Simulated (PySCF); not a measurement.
H4O3Sn, singlet, geometry from GFN2-xTB (such geometries of metal compounds can be far from the true shape) (all electrons, no relativity).

The PySCF input:
```python
from pyscf import gto, scf, mcscf
import numpy

mol = gto.M(
    atom='''
Sn   -0.071118    0.222129    0.091615
O    -1.366503   -0.549808   -1.091465
O     0.231691   -1.088991    1.456480
O     1.559328    0.312874   -0.911878
H    -0.539294    1.684422    0.694720
H    -1.150822   -0.461636   -2.019848
H    -0.479491   -1.721755    1.556578
H     2.329392   -0.000101   -0.437286
''',
    basis='sto-3g',
    charge=0,
    spin=0,
    verbose=4,
)

mf = scf.RHF(mol)
mf.kernel()
mc = mcscf.CASSCF(mf, 3, 4)
mc.fix_spin_(ss=0.0)
mc.kernel()
occ = numpy.linalg.eigvalsh(mc.fcisolver.make_rdm1(mc.ci, mc.ncas, mc.nelecas))[::-1]
ss = mc.fcisolver.spin_square(mc.ci, mc.ncas, mc.nelecas)[0]
print('natural occupations', occ.round(4), ' <S^2>', round(ss, 4))
```

Task: Estimate the number of basis functions that CASSCF(4,3)/STO-3G in PySCF returns for this input.

Result: 46

Task: What SCF-reference HOMO energy does CASSCF(4,3)/STO-3G give?

Result: -8.66 eV

Task: What SCF-reference dipole moment does CASSCF(4,3)/STO-3G give?

Result: 0.83 D

Task: What nuclear repulsion energy does CASSCF(4,3)/STO-3G give?

Result: 438.7020 Eh

Task: Estimate the SCF-reference Mulliken (on the basis functions themselves) charges in atom order that CASSCF(4,3)/STO-3G returns for this input.

Result: Sn1 1.31, O2 -0.52, O3 -0.52, O4 -0.52, H5 -0.20, H6 0.15, H7 0.15, H8 0.15

Task: Give the SCF-reference HOMO-LUMO gap at the level CASSCF(4,3)/STO-3G.

Result: 18.90 eV

Task: Roughly what does it cost on one core?

Result: around 11 core-seconds (rough).
